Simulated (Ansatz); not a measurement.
Consider the cleavage of the Si–Si bond: `N[SiH2][SiH2]Cl` + `N[Si](O)(F)F` → `N[SiH2]O[Si](N)(F)F` + `[SiH3]Cl`.

Isolated molecules relaxed with PBE0-D4/def2-TZVP in Ansatz; ΔE leaves out vibrations. CCSD(T)/CBS adds triple-zeta CCSD(T) − MP2 to the extrapolated MP2 energy (def2 sets, frozen cores). This one scheme is used for every species. One conformer a species, not always the lowest.

```tsv
species	HF/CBS(def2) energy (Eh)
`N[SiH2][SiH2]Cl`	-1095.48330
`N[Si](O)(F)F`	-619.31590
`N[SiH2]O[Si](N)(F)F`	-964.58620
`[SiH3]Cl`	-750.27352
```

Q: Work out ΔE.

A: ΔE = (-964.58620) + (-750.27352) − (-1095.48330) − (-619.31590) = -0.06052 Eh = -158.9 kJ/mol. CCSD(T)/CBS gives -133.8 kJ/mol.

Largest T1 diagnostic among the species: 0.011.

In def2-TZVPP, CCSD(T) changes the Hartree–Fock value by +21.2 kJ/mol (the triples alone add +2.8 kJ/mol) and MP2 by +15.7 kJ/mol. From PBE to PBE0 (25 % exact exchange), in def2-TZVPP and without D4, ΔE moves by −9.1 kJ/mol.
